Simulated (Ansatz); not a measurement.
Coupled-cluster run, C₃H₇ClOSn (`CC(C)[O][Sn][Cl]`).

```yaml
crystal:
  periodic: [false, false, false]
  atoms:
    - {symbol: C, position_ang: [-0.559197, 1.024204, -0.763606]}
    - {symbol: C, position_ang: [0.481264, 0.530684, 0.224218]}
    - {symbol: C, position_ang: [1.150249, -0.751687, -0.233814]}
    - {symbol: O, position_ang: [-0.076226, 0.379237, 1.516208]}
    - {symbol: Sn, position_ang: [-1.452410, -0.683063, 2.407613]}
    - {symbol: Cl, position_ang: [-2.301487, -2.034918, 0.615684]}
    - {symbol: H, position_ang: [-0.097550, 1.240964, -1.730187]}
    - {symbol: H, position_ang: [-1.334356, 0.269498, -0.916200]}
    - {symbol: H, position_ang: [-1.026391, 1.940361, -0.395952]}
    - {symbol: H, position_ang: [1.253401, 1.305080, 0.328025]}
    - {symbol: H, position_ang: [1.668712, -0.595887, -1.183157]}
    - {symbol: H, position_ang: [1.883772, -1.081304, 0.505130]}
    - {symbol: H, position_ang: [0.410237, -1.543169, -0.373961]}
basis:
  gaussian: {orbitals: def2-TZVPP}
correlation: {method: ccsd_t}
```

```sh
$ ansatz run in.yaml --threads 2 --pin off --events-out ev --progress --plain --max-ram 31744MiB --backend cuda --devices 0, --max-vram 18GiB
```

Log, shortened:

```
Functional definition: HF
2035 factors; integrals over basis functions are off by at most 8.3e-4 eV
mean field evaluation 1: about -23547.4486 eV, gradient 4.7e1 eV
mean field evaluation 2: about -23547.7423 eV, gradient 4.7e1 eV
mean field evaluation 4: about -23553.1553 eV, gradient 6.6e0 eV
mean field evaluation 8: about -23553.2913 eV, gradient 5.5e-1 eV
mean field -23553.29258876 eV, -865.5675376419 hartree, gradient 1.8e-6 eV, S^2 0.000000; 0 other end points of the search recorded, 0 dependent functions left out
13 core orbitals not correlated: weight in the atoms' cores, before any rotation towards them, 1.000 or more for the frozen orbitals, at most 0.000 for the correlated occupied ones
reference -23553.29258876 eV, -865.5675376419 hartree; 23, 23 occupied and 278, 278 virtual orbitals, 2035 factors
second order -34.29252090 eV of doubles, -0.00000000 eV of singles
cycle   1  -34.29026196 eV  change    2.3e-3 eV  update   1.5e-1
cycle   2  -35.07902692 eV  change   -7.9e-1 eV  update   4.9e-2
cycle   3  -35.30255510 eV  change   -2.2e-1 eV  update   3.1e-2
cycle   4  -35.30224232 eV  change    3.1e-4 eV  update   1.0e-2
cycle   5  -35.29070075 eV  change    1.2e-2 eV  update   5.9e-3
cycle   6  -35.29218875 eV  change   -1.5e-3 eV  update   2.6e-3
cycle   7  -35.29241171 eV  change   -2.2e-4 eV  update   1.1e-3
cycle   8  -35.29212770 eV  change    2.8e-4 eV  update   3.2e-4
cycle   9  -35.29229080 eV  change   -1.6e-4 eV  update   1.5e-4
cycle  10  -35.29232994 eV  change   -3.9e-5 eV  update   4.9e-5
perturbative correction -1.39461731 eV, -0.0512512409 hartree
Total energy: -23589.97953602 eV, -866.9157580861 hartree
```

Run time 6.5 s (2 threads of an AMD EPYC 7R13 on a shared host and a share of an NVIDIA H100 80 GB); peak host memory 0.88 GiB.

The correlation energy is -36.687 eV, 3.8 % of it from (T); the T1 diagnostic reads 0.0154.
